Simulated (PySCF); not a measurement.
ClH2NPb, SMILES [NH2][Pb][Cl] (connectivity only; charge and spin as stated), neutral, multiplicity 1. The structure is a stationary point at PBE-D3(BJ)/def2-TZVP. The def2 effective core potentials stand for the cores of Pb; spin–orbit coupling is left out. The values are those of a single conformer.

These are PBE-D3(BJ)/def2-TZVP in PySCF 2.14.0 values and carry that method's errors.

Harmonic wavenumbers (cm⁻¹): 126, 256, 290, 421, 523, 575, 1467, 3445, 3569. Rotational constants (GHz): 7.087, 2.572, 1.887; symmetry number 1.

Q: Work out the zero-point energy and the ideal-gas rigid-rotor harmonic-oscillator thermochemistry at 298.15 K and 1 atm.

A: ZPE = ½ Σ hcν = ½ × 10675 cm⁻¹ = 63.85 kJ/mol. H − E(el) = 79.73 kJ/mol. Entropy in J/(mol K): translation 178.03, rotation 111.45, vibration 34.12, total 323.60. G − E(el) = -16.75 kJ/mol. Cp = 71.59 J/(mol K). Modes under 150 cm⁻¹ make the vibrational entropy uncertain.
